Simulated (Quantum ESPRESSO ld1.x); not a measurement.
The numbers below are computed, except where a source is named.
Problem. These are the eigenvalues of the occupied orbitals of an atom or ion with whole-number occupations (hartree). Level of theory: non-relativistic Kohn-Sham, PBE, spin-unpolarised, spherical densities, point nucleus (ld1.x of Quantum ESPRESSO 7.5).

1s: -101.765
2s: -10.2476
2p: -8.06781
3s: -1.64343
3p: -1.16465

Which element is it, and in what charge state? The configuration may be excited.

Solution. Z = 17, chlorine, charge +2: Cl2+ in [Ne] 3s2 3p3. The list shows which subshells hold electrons but not how many an open one holds; the 1s level, -101.76 hartree, gives Z - s = 14.3 by -(Z - s)^2/2, which with screening narrows Z to a few neighbours, and the depths of the outer levels then fix element, charge and occupations together.
